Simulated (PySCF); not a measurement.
The dipole of `C1(CC(C(=C1)[SiH2]Cl)=O)=O` from its density and from atomic charges.

Coordinates (GFN2-xTB, Å) and charges (e) from the PBE0/pcSseg-1 density (PySCF):

```
atom       x       y       z  Mulliken      IAO  Hirshfeld  ESP-fitted
  O1  -2.718   1.499   0.230   -0.3302  -0.3803    -0.2231     -0.4918
  C2  -1.766   0.775   0.102   +0.2392  +0.3730    +0.1581     +0.7409
  C3  -0.342   1.151   0.255   -0.0408  -0.1445    -0.0211     -0.3156
  C4   0.476   0.109   0.046   -0.4389  -0.3066    -0.0887     -0.1446
 Si5   2.360  -0.013   0.101   +0.7703  +0.8134    +0.3515     +0.3001
 Cl6   3.056   1.817   0.563   -0.3078  -0.3050    -0.1059     -0.1566
  C7  -0.325  -1.098  -0.275   +0.2575  +0.3786    +0.1555     +0.6641
  O8   0.129  -2.187  -0.513   -0.3425  -0.3942    -0.2212     -0.4727
  C9  -1.786  -0.702  -0.247   -0.1931  -0.3839    -0.0874     -0.7202
 H10  -0.045   2.156   0.505   +0.1126  +0.1798    +0.0624     +0.1859
 H11   2.731  -0.955   1.150   -0.0512  -0.1071    -0.0606     -0.0198
 H12   2.836  -0.397  -1.223   -0.0512  -0.1071    -0.0606     -0.0198
 H13  -2.341  -1.277   0.496   +0.1881  +0.1921    +0.0704     +0.2250
 H14  -2.266  -0.877  -1.212   +0.1881  +0.1921    +0.0704     +0.2249
```

**Question.** What dipole does each set of charges give (1 e·Å = 4.803 D), and what does the density give?

**Answer.** The full density gives (0.73, -0.33, -0.04) D, 0.80 D in size; dipole vectors point from the negative to the positive end.

```csv
scheme,μx,μy,μz,size (D),share of the full size (%),angle to the full dipole (°)
Mulliken,1.05,-2.23,-0.48,2.51,314,41
IAO,1.39,-1.01,-0.17,1.73,215,12
Hirshfeld,1.01,-0.02,0.04,1.01,126,24
ESP-fitted,0.73,-0.37,-0.05,0.82,102,2
```

**Question.** Which set comes closest?

**Answer.** Length of the difference vector: ESP-fitted 0.04 D, Hirshfeld 0.44 D, IAO 0.96 D, Mulliken 1.97 D. Closest: ESP-fitted. ESP charges are fitted to the potential around the molecule, whose slowest-falling term is the dipole's. The schemes that divide the density aren't constrained to reproduce the dipole.

**Question.** What is left for the Hirshfeld atoms' own dipoles?

**Answer.** The shares of the density sum to the whole, so what Σ q r misses lies in dipoles about the nuclei. The atomic dipoles sum to (0.73, -0.33, -0.04) − (1.01, -0.02, 0.04) = (-0.28, -0.31, -0.08) D, 0.44 D in size.

**Question.** With the origin at the mean of the coordinates, (0.000, 0.000, -0.002) Å, which are the largest single terms, by size, of the ESP-fitted dipole along the direction of the full one?

**Answer.** O1 +7.33, C2 -6.87, C9 +4.54, Si5 +3.08, O8 -2.41 D; all 14 atoms together +0.82 D. The single terms depend on the origin, their sum doesn't.

**Question.** Give the size of the full dipole in other units.

**Answer.** 0.80 D = 0.315 au = 0.167 e·Å = 2.67 × 10⁻³⁰ C·m.

Isolated species at its GFN2-xTB geometry (one conformer only).

The values belong to the conformer `[O:1]=[C:2]1[CH:3]=[C:4]([SiH2:5][Cl:6])[C:7](=[O:8])[CH2:9]1`: C3–C4–Si5–Cl6 0°.
